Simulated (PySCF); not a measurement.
Spinor energies of Cr¹⁵⁺ (chromium, charge +15)

Start: [He] 2s2 2p5; 2p1/2 filled at m_j = -1/2, +1/2; 2p3/2 filled at m_j = -1/2, +1/2, +3/2. Calculated with PySCF 2.14 in an even-tempered Gaussian basis (18 s from 3 bohr⁻², ratio 2.4; 11 p from 3.9 bohr⁻², ratio 2.4; 5 d from 18 bohr⁻², ratio 2.6; 5 f from 28 bohr⁻², ratio 2.6): generalised Hartree-Fock with the X2C-1e Hamiltonian and a Gaussian nucleus; one run each with spin-orbit coupling (SO) switched off, then screened by Boettger's factors.

| spinor shell | electrons | ε, spin-free (eV) | ε, screened SO (eV) | weight of nominal j (screened SO) | rms radius, screened SO (bohr) |
| --- | --- | --- | --- | --- | --- |
| 1s1/2 | 2 | -6593.7 | -6593.3 | 1.000 | 0.0732 |
| 2s1/2 | 2 | -1208.2 | -1208.1 | 1.000 | 0.307 |
| 2p1/2 | 2 | -1105.2 | -1111.9 | 0.897 | 0.273 |
| 2p3/2 | 3 | -1105.2 | -1101.6 | 0.932 | 0.276 |

| quantity | spin-free | screened SO |
| --- | --- | --- |
| E (hartree) | -926.11506 | -926.23633 |
| M_J | 3/2 | 3/2 |
| ⟨J²⟩ | 3.750 | 3.750 |
| ⟨L²⟩ | 2.000 | 2.000 |
| ⟨S²⟩ | 0.750 | 0.750 |

Each row is a mean over spinors that exchange with the open shell spreads, by up to 17.868 eV (2s1/2).

Rows whose weight is well below 1 are mixtures of j = l ± 1/2: exchange outweighs spin-orbit coupling there, and the label is only the starting occupation.

Without spin-orbit coupling the j labels of p, d and f shells carry no meaning; the spin-free column gives the mean over the occupied spinors of each nl shell.
